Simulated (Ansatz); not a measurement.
A run on C₂H₈B₂, SMILES `BBCC` with other settings.

```yaml
crystal:
  periodic: [false, false, false]
  atoms:
    - {symbol: B, position_ang: [-0.841987, 1.773120, -0.220239]}
    - {symbol: B, position_ang: [0.225867, 0.904805, 0.670602]}
    - {symbol: C, position_ang: [0.651759, -0.590944, 0.512188]}
    - {symbol: C, position_ang: [0.018120, -1.407297, -0.606738]}
    - {symbol: H, position_ang: [-0.505250, 2.414694, -1.178184]}
    - {symbol: H, position_ang: [-2.003844, 1.854754, 0.073321]}
    - {symbol: H, position_ang: [0.754449, 1.511631, 1.574511]}
    - {symbol: H, position_ang: [0.483342, -1.068868, 1.489278]}
    - {symbol: H, position_ang: [1.749135, -0.594996, 0.426611]}
    - {symbol: H, position_ang: [0.228194, -0.965516, -1.584417]}
    - {symbol: H, position_ang: [0.385891, -2.436430, -0.626733]}
    - {symbol: H, position_ang: [-1.068677, -1.450152, -0.496298]}
basis:
  gaussian: {orbitals: def2-TZVPD}
hamiltonian: {xc: {name: rPW86-PBE}, dispersion: d3bj, pseudopotentials: {relativity: none}}
accuracy: high
```

```sh
$ ansatz run in.yaml --threads 2 --pin off --events-out ev --progress --plain --max-ram 4352MiB
```

Output, abridged:

```
Functional definition: rPW86-PBE
3705 factors; integrals over basis functions are off by at most 3.6e-9 eV
mean field evaluation 1: about -3552.1798 eV, gradient 7.4e1 eV
mean field evaluation 2: about -3520.2817 eV, gradient 1.2e2 eV
mean field evaluation 4: about -3565.6704 eV, gradient 9.8e0 eV
mean field evaluation 8: about -3565.9515 eV, gradient 2.1e-1 eV
mean field evaluation 16: about -3565.9516 eV, gradient 7.2e-6 eV
mean field -3565.95163117 eV, -131.0463053568 hartree, gradient 4.4e-8 eV, S^2 0.000000; 0 other end points of the search recorded, 0 dependent functions left out
reference -3565.95165044 eV, -131.0463060647 hartree; 15, 15 occupied and 205, 205 virtual orbitals, 3705 factors
Total energy: -3566.15163141 eV, -131.0536552297 hartree
```

Hardware: 2 threads of an Intel Xeon Platinum 8375C on a shared host. Wall time 21 s, peak host memory 1.4 GiB.
